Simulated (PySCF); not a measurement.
C₅H₄O₂, SMILES C=C=C1OCC1=O. Heavy atoms are numbered as in [CH2:1]=[C:2]=[C:3]1[O:4][CH2:5][C:6]1=[O:7]. Hydrogens are named by the atom that carries them.

Coordinates come from a PBE0-D3(BJ)/def2-SVP optimisation. This is a generated structure with no PubChem entry under its InChIKey; it may be hypothetical.

The numbers are results of PBE0/def2-TZVP (PySCF), not measurements.

Atomic charges (e), one atom of each kind:

| atom | Löwdin | Mulliken |
|---|---|---|
| C1 (CH2) | (withheld) | -0.24 |
| C2 | -0.05 | 0.06 |
| C3 | (withheld) | 0.02 |
| O4 | (withheld) | -0.26 |
| C5 (CH2) | (withheld) | -0.01 |
| C6 | -0.30 | 0.10 |
| O7 | 0.17 | -0.24 |
| H on C1 | 0.15 | 0.16 |
| H on C5 | 0.14 | 0.13 |

What belongs in the gaps? (Estimate from the structure and the level; the computed values follow.)


- C1 (CH2), Löwdin: -0.16
- C3, Löwdin: -0.24
- O4, Löwdin: 0.23
- C5 (CH2), Löwdin: -0.22

Computed Mayer and Wiberg (Löwdin basis) orders of the bonds:
```
bond   Mayer  Wiberg
-----  -----  ------
C1–C2   1.93    2.18
C2–C3   1.76    1.89
C3–O4   1.08    1.47
O4–C5   1.00    1.35
C3–C6   0.96    1.10
C5–C6   1.03    1.12
C6–O7   2.14    2.76
```
